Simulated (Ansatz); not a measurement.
Geometry optimisation, Ansatz, RKS PBE0/def2-SVP.

Input file:

```yaml
crystal:
  periodic: [false, false, false]
  atoms:
    - { symbol: Si, position_ang: [-0.767042, -0.783695, -0.184205] }
    - { symbol: H, position_ang: [0.094567, -1.288221, -1.238692] }
    - { symbol: H, position_ang: [-1.416048, -1.9643, 0.468884] }
    - { symbol: H, position_ang: [-1.82478, 0.070203, -0.799293] }
    - { symbol: Si, position_ang: [0.490471, 0.382354, 1.42121] }
    - { symbol: H, position_ang: [0.584144, 0.120253, -2.45182] }
    - { symbol: Br, position_ang: [0.563542, 1.589543, -2.565897] }
    - { symbol: H, position_ang: [1.277356, -0.598125, 2.230339] }
    - { symbol: H, position_ang: [-0.432786, 1.121995, 2.335104] }
    - { symbol: H, position_ang: [1.430377, 1.349992, 0.784269] }
basis:
  gaussian: { orbitals: def2-SVP }
hamiltonian:
  xc: pbe0
relax:
  f_tol: 0.03
  max_steps: 50
```

Run as:

```bash
$ ansatz run input.yaml --threads 2 --pin off --max-ram 3072MiB --backend cpu --events-out ev --progress --plain --runs-dir out
```

Q: Where does it end, and by what steps?

A: The forces met the threshold. The force dipped under the threshold on the way, but the program's further checks kept it going. After 13 steps the energy has fallen by 0.103 eV; H6 moved furthest, 0.68 Å.

| step | energy less start (eV) | largest force component (eV/Å) | accepted |
| --- | --- | --- | --- |
| 0 | 0.0000 | 1.128 | yes |
| 1 | -0.0843 | 0.255 | yes |
| 2 | -0.0937 | 0.042 | yes |
| 3 | -0.0629 | 0.262 | no |
| 4 | -0.0971 | 0.023 | yes |
| 5 | -0.0979 | 0.026 | yes |
| 6 | -0.0989 | 0.080 | yes |
| 7 | -0.0995 | 0.133 | yes |
| 8 | -0.1002 | 0.130 | yes |
| 9 | -0.0974 | 0.307 | no |
| 10 | -0.1012 | 0.028 | yes |
| 11 | -0.1013 | 0.165 | yes |
| 12 | -0.1023 | 0.040 | yes |
| 13 | -0.1028 | 0.005 | yes |

```xyz
10
Properties=species:S:1:pos:R:3
Si -0.812 -0.855 -0.053
H 0.084 -1.476 -1.080
H -1.559 -1.953 0.635
H -1.794 0.029 -0.751
Si 0.453 0.354 1.509
H 0.645 0.348 -3.091
Br 0.801 1.718 -2.742
H 1.365 -0.576 2.245
H -0.457 1.011 2.498
H 1.273 1.401 0.829
```

Whether the end is a true minimum wasn't checked by a vibrational analysis.

Time of the run: 22 s on 2 threads of Intel(R) Xeon(R) 6975P-C (Granite Rapids) (shared host), peak memory 0.24 GiB.
